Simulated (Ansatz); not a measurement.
Ideal-gas functions of `F[SiH]1BC1` at 800 K and 1 bar, from an Ansatz frequency run at PBE0-D4/def2-TZVP.

Molar mass 73.94 g/mol, point group C1 (symmetry number 1), electronic degeneracy 1, moments of inertia 35.845, 108.967, 125.248 u Å². Harmonic wavenumbers (cm⁻¹, unscaled): 221, 259, 355, 516, 573, 603, 719, 813, 838, 885, 914, 1016, 1179, 1447, 2236, 2706, 3061, 3151.

Use S(trans) = R[1.5 ln M + 2.5 ln T − 1.1517]; rotational temperatures θ = 24.2544 K / I; S(rot) = R[ln(√π/σ · √(T³/θAθBθC)) + 1.5]; for each mode x = 1.438777 ν̃/T, S = R[x/(eˣ − 1) − ln(1 − e⁻ˣ)] and H = RT x/(eˣ − 1); 1 cm⁻¹ = 0.0119627 kJ/mol; R = 8.31446 J/(mol·K).

Question: By hand: the entropy, in J/(mol·K).

Answer: Translation 183.0. Rotation: θ = 0.6766, 0.2226, 0.1937 K, giving 115.3. Vibration, mode by mode: 16.04, 14.74, 12.18, 9.23, 8.42, 8.04, 6.73, 5.86, 5.65, 5.28, 5.06, 4.37, 3.47, 2.37, 0.76, 0.38, 0.22, 0.19, in all 109.0. Electronic 0.0. Sum 407.3 J/(mol·K).

Question: By hand: H − E and G − E in kJ/mol, counted from the electronic energy.

Answer: Zero-point energy ½ × 21492 × 0.0119627 = 128.6; thermal vibration 47.9; translation, rotation and pV give 4 RT = 26.6. H − E = 203.1 kJ/mol, and G − E = 203.1 − 800 × 407.3/1000 = -122.7 kJ/mol.

Vibration gives 27 % of the entropy. The sum counts one conformer and one mirror image; others add a mixing term.
